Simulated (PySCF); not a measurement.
C2H8O2Si2. Atoms are numbered in the order given.

```xyz
14

O      2.3789     0.3368     0.3931
Si     1.0347     0.2239    -0.5977
C      0.0480    -1.3866    -0.4400
Si    -1.4554    -0.8546     0.5839
C     -1.4637     1.0152     0.1095
O     -0.1124     1.3958    -0.1714
H      2.1902     0.3568     1.3477
H      1.5832     0.4841    -1.9630
H      0.6404    -2.2073     0.0102
H     -0.2782    -1.7167    -1.4499
H     -2.7427    -1.5637     0.2573
H     -1.1678    -1.0130     2.0552
H     -1.8588     1.6592     0.9249
H     -2.1130     1.1979    -0.7792
```

Coordinates come from a PBE-D3(BJ)/def2-SVP optimisation. The structure was generated by enumeration; whether it is a known compound was not checked. The values are those of a single conformer.

Method: PBE/pcSseg-1 run with PySCF.

GIAO shieldings, no solvent; atoms listed in one row are averaged. δ = σ(ref) − σ: ¹⁷O against H2O (σ = 334.3 ppm); ²⁹Si against TMS (σ = 335.4 ppm); ¹³C against TMS (σ = 182.0 ppm); ¹H against TMS (σ = 31.49 ppm), references at their B3LYP-D3(BJ)/def2-TZVP geometries, non-relativistic.

| nucleus | atoms | count | δ (ppm) |
|---|---|---|---|
| ¹⁷O | O6 | 1 | 84.2 |
| ¹⁷O | O1 | 1 | 83.1 |
| ²⁹Si | Si2 | 1 | 9.8 |
| ²⁹Si | Si4 | 1 | -35.9 |
| ¹³C | C5 | 1 | 61.2 |
| ¹³C | C3 | 1 | -2.5 |
| ¹H | H8 | 1 | 5.57 |
| ¹H | H11 | 1 | 4.89 |
| ¹H | H13 | 1 | 4.69 |
| ¹H | H12 | 1 | 4.59 |
| ¹H | H14 | 1 | 4.24 |
| ¹H | H7 | 1 | 2.00 |
| ¹H | H9 | 1 | 0.61 |
| ¹H | H10 | 1 | 0.47 |
